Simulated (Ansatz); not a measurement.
Gas-phase electronic energies from Ansatz, PBE0-D4/def2-TZVP geometries. CCSD(T)/CBS adds triple-zeta CCSD(T) − MP2 to the extrapolated MP2 energy (def2 sets, frozen cores). This one scheme is used for every species. DFT in def2-TZVPP. B3LYP here is the variant with VWN-RPA as its local correlation; programs differ in this. For Ge outer-core shells are correlated without core-valence functions, which leaves a few kJ/mol of doubt a bond. Scalar relativity is left out up to krypton. One conformer a species, not always the lowest.

`C[O][GeH]([OH])[Cl]` + CH₃SH → `C[O][GeH]([Cl])[S]C` + H₂O  (ligand exchange at a Ge–O bond)

`C[O][GeH]([OH])[Cl]`:

```xyz
10

C     1.439    0.492    0.668
O     0.073    0.157    0.797
Ge   -0.801   -0.611   -0.521
O    -2.489   -0.602   -0.061
Cl   -0.483    0.591   -2.279
H     2.068   -0.398    0.543
H     1.741    0.997    1.587
H     1.615    1.166   -0.176
H    -0.382   -2.048   -0.817
H    -2.781    0.256    0.260
```

CH₃SH:

```xyz
6

C     0.474   -0.017   -0.126
S    -1.300    0.118   -0.435
H     0.837    0.805    0.489
H     0.957    0.040   -1.102
H     0.729   -0.973    0.331
H    -1.698    0.028    0.843
```

`C[O][GeH]([Cl])[S]C`:

```xyz
13

C    -1.087    0.586   -1.654
O    -1.372    0.393   -0.284
Ge   -0.732   -1.021    0.555
Cl   -1.422   -2.805   -0.422
S     1.460   -1.091    0.422
C     1.806    0.491    1.248
H    -0.013    0.524   -1.862
H    -1.440    1.583   -1.926
H    -1.605   -0.151   -2.277
H    -1.305   -0.927    1.970
H     1.489    0.474    2.290
H     1.333    1.322    0.726
H     2.888    0.622    1.214
```

H₂O:

```xyz
3

O    -0.200   -0.333    0.025
H     0.413    0.030    0.668
H    -0.213    0.303   -0.693
```

| level | ΔE (kJ/mol) | difference from CCSD(T)/CBS |
| --- | --- | --- |
| PBE-D4 | -22.5 | -4.9 |
| r2SCAN-D4 | -13.9 | 3.7 |
| PBE0-D4 | -20.8 | -3.2 |
| B3LYP-D4 | -15.6 | 2.0 |
| ωB97X-V | -8.9 | 8.7 |
| ωB97M-V | -12.4 | 5.2 |
| B2PLYP | -6.6 | 11.0 |
| PBE | -14.6 | 3.0 |
| PBE0 | -13.5 | 4.1 |
| HF/def2-TZVPP | 9.5 | 27.1 |
| SCS-MP2/def2-TZVPP | -9.0 | 8.6 |
| CCSD(T)/def2-TZVPP | -11.4 | 6.2 |
| MP2/def2-QZVPP | -20.0 | -2.4 |
| SCS-MP2/def2-QZVPP | -11.6 | 6.0 |
| HF/CBS(def2) | 11.1 | 28.7 |
| MP2/CBS(def2) | -23.1 | -5.5 |
| CCSD(T)/CBS | -17.6 | 0 |

Largest T1 diagnostic among the species: 0.011.

The D4 term adds −12.5 kJ/mol with B3LYP and −7.3 kJ/mol with PBE0; it sums over pairs of atoms, weighted by their polarisabilities, and B3LYP, whose exchange is more repulsive, gets the larger term. In def2-TZVPP, CCSD(T) changes the Hartree–Fock value by −20.9 kJ/mol (the triples alone add −3.9 kJ/mol) and MP2 by −26.5 kJ/mol.
